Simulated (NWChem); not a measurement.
System meant: GeBr2, singlet; SMILES [Br][Ge][Br]

Here is an NWChem input.

```
start job
memory heap 200 mb stack 900 mb global 1100 mb
geometry units angstroms noautoz
  Ge     0.000000     0.000000     1.021120
  Br     1.813687     0.000000    -0.466277
  Br    -1.813687     0.000000    -0.466277
end
basis spherical
  * library def2-svp
end
dft
  xc b3lyp
  iterations 4
  mulliken
end
task dft energy
```

End of the output:

```
    Atom       Charge   Shell Charges
 -----------   ------   -------------------------------------------------------
    1 Ge  32    31.90   2.00  2.00  1.97  1.21  0.62  5.99  5.80  1.00  1.01  7.79  2.05  0.46
    2 Br  35    35.05   2.00  2.00  1.96  1.15  0.74  5.99  5.81  2.45  2.92  7.84  2.04  0.16
    3 Br  35    35.05   2.00  2.00  1.96  1.15  0.74  5.99  5.81  2.45  2.92  7.84  2.04  0.16

 center of mass
 --------------
 x =   0.00000000 y =   0.00000000 z =   0.00705870

 moments of inertia (a.u.)
 ------------------
         399.328514496610           0.000000000000           0.000000000000
           0.000000000000        2276.866805281204           0.000000000000
           0.000000000000           0.000000000000        1877.538290784594

     Multipole analysis of the density
     ---------------------------------

     L   x y z        total         alpha         beta         nuclear
     -   - - -        -----         -----         ----         -------
     0   0 0 0     -0.000000    -51.000000    -51.000000    102.000000

     1   1 0 0      0.000000      0.000000      0.000000      0.000000
     1   0 1 0     -0.000000     -0.000000     -0.000000      0.000000
     1   0 0 1      0.651750      0.325875      0.325875     -0.000000

     2   2 0 0    -41.919488   -432.100373   -432.100373    822.281258
     2   1 1 0      0.000000      0.000000      0.000000      0.000000
     2   1 0 1     -0.000000     -0.000000     -0.000000      0.000000
     2   0 2 0    -38.235765    -19.117882    -19.117882      0.000000
     2   0 1 1      0.000000      0.000000      0.000000      0.000000
     2   0 0 2    -38.864464   -106.182200   -106.182200    173.499937

 ------------------------------------------------------------------------
 dft energy failed                                                                                  0
 ------------------------------------------------------------------------
 ------------------------------------------------------------------------
  current input line :
    16: task dft energy
 ------------------------------------------------------------------------
 ------------------------------------------------------------------------
 This type of error is most commonly associated with calculations not reaching convergence criteria
 ------------------------------------------------------------------------
 For more information see the NWChem manual at https://nwchemgit.github.io

0:dft energy failed:Received an Error in Communication
```

**Question.** Find the fault in this run and fix the input.

**Answer.** Convergence was not reached. Cause: the SCF was allowed too few iterations. This input runs:
```
start job
memory heap 200 mb stack 900 mb global 1100 mb
geometry units angstroms noautoz
  Ge     0.000000     0.000000     1.021120
  Br     1.813687     0.000000    -0.466277
  Br    -1.813687     0.000000    -0.466277
end
basis spherical
  * library def2-svp
end
dft
  xc b3lyp
  iterations 150
  mulliken
end
task dft energy
```
It converges to -7224.61901 Ha (B3LYP/def2-SVP).
